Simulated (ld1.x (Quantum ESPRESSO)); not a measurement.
## Before and after: TM potential for He (Z = 2)

He (Z = 2), norm-conserving Troullier–Martins (Kleinman–Bylander form), made with ld1.x (Quantum ESPRESSO) 7.5 (PBEsol, scalar-relativistic). Core none, reference 1s2. Waves: 1s (bound): rc 0.60 bohr; 2p channel at -0.2 Ry: rc 0.60 bohr. Local part: all-electron potential smoothed inside 0.45 bohr (lloc = -1). Core correction: none.

All-electron outer shells of the reference configuration (PBEsol, scalar-relativistic, ld1.x):

| shell | level (eV) | outermost node (bohr) | outermost maximum (bohr) |
| --- | --- | --- | --- |
| 1s | -15.50 | – | 0.57 |

Change: wave 1s (bound): rc 0.60 bohr becomes 1s (bound): rc 0.90 bohr.

Cutoffs: the cutoffs (Ry, on a coarse ladder) from which the occupation-weighted sum of valence levels, in a spherical-Bessel basis at the reference potential, stays within 10 and 1 mRy of its value at 400 Ry; they do not see the model core or the augmentation charge, which bear on the density cutoff. Errors are all-electron minus pseudo energies relative to the spin-unpolarised reference configuration.

**Question.** How do hardness, ghosts and transferability respond?

**Answer.** The potential gets softer (140 Ry and 200 Ry → 70 Ry and 160 Ry); neither file shows a bound ghost. A larger radius leaves more room for a smooth pseudo-wave, so fewer plane waves are needed.

```tsv
quantity	base	changed
cutoff, loose	140 Ry	70 Ry
cutoff, tight	200 Ry	160 Ry
bound ghosts	none	none
error for 1s1, meV [ΔE 26.59 eV]	+5.4	+39
error for 1s1.5, meV [ΔE 10.39 eV]	+0.6	+5.9
```
